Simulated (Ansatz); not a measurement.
Molecule: CH₆NSi (charge 0, doublet). It need not be the lowest isomer of its formula. 
Geometry from a B3LYP-D3(BJ)/def2-TZVP (Ansatz, an electronic-structure program) optimisation:
```xyz
9

C     -1.5881    -0.1875     0.6057
N     -0.4980    -0.5685    -0.2285
Si     1.0262     0.2720    -0.2541
H     -2.2168    -1.0508     0.8464
H     -1.3150     0.3401     1.5300
H     -2.2318     0.4982     0.0294
H      2.1064    -0.7399    -0.2745
H      1.2300     1.1886     0.9022
H      1.0760     1.0611    -1.5106
```
Charge 0, spin multiplicity 2.

Atomisation energy built up term by term with Ansatz (kcal/mol; UHF references for open shells; valence terms freeze the core; atomic spin-orbit terms are left out). CBS(X,Y): correlation extrapolated as X^-3; Hartree-Fock from the larger set.

| term | basis | kcal/mol |
|---|---|---|
| Hartree-Fock | aug-cc-pV(Q+d)Z | ___ |
| CCSD correlation | CBS(aug-cc-pV(T+d)Z,aug-cc-pV(Q+d)Z) | ___ |
| (T) | CBS(aug-cc-pV(T+d)Z,aug-cc-pV(Q+d)Z) | 8.21 |
| core correlation | cc-pwCVTZ | 1.41 |
| scalar relativity (X2C) | cc-pVTZ-DK against cc-pVTZ | -1.06 |
| sum: De |  | ___ |

Task: Some entries are withheld; supply them.

Result: 
- Hartree-Fock, kcal/mol: 509.82
- CCSD correlation, kcal/mol: 173.43
- sum: De, kcal/mol: 691.8
